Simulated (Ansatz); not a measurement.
`[NH2][Al]([SiH3])[SiH2]O` + H₂O → `[NH2][Al]([OH])[SiH3]` + `O[SiH3]`  (formal hydrolysis of the Al–Si bond)

Computed with Ansatz on PBE0-D4/def2-TZVP structures; ΔE is electronic, products minus reactants. CCSD(T)/CBS is the MP2 limit (def2-TZVPP, def2-QZVPP) plus CCSD(T) − MP2 in def2-TZVPP, frozen cores. This one scheme is used for every species. DFT in def2-TZVPP. One conformer a species, not always the lowest.

| level | ΔE (kcal/mol) |
| --- | --- |
| BLYP-D4 | -33.3 |
| r2SCAN0-D4 | -34.4 |
| ωB97M-V | -35.6 |
| PBE0 | -31.0 |
| r2SCANh | -34.5 |
| HF/def2-SVP | -38.9 |
| SCS-MP2/def2-TZVPP | -37.4 |
| HF/CBS(def2) | -40.1 |

**Question.** What does CCSD(T)/CBS give? (An estimate is asked.)

**Answer.** Computed: -34.0 kcal/mol. The listed levels differ from it by 0.7, -0.4, -1.6, 3.0, -0.5, -4.9, -3.4, -6.1 kcal/mol.

Largest T1 diagnostic among the species: 0.013.

The D4 term adds +1.4 kcal/mol with B3LYP and +0.8 kcal/mol with PBE0; it sums over pairs of atoms, weighted by their polarisabilities, and B3LYP, whose exchange is more repulsive, gets the larger term. In def2-TZVPP, CCSD(T) changes the Hartree–Fock value by +5.4 kcal/mol (the triples alone add +0.8 kcal/mol) and MP2 by +3.0 kcal/mol. From PBE to PBE0 (25 % exact exchange), in def2-TZVPP and without D4, ΔE moves by −1.5 kcal/mol.

B3LYP here is the variant with VWN-RPA as its local correlation; programs differ in this.
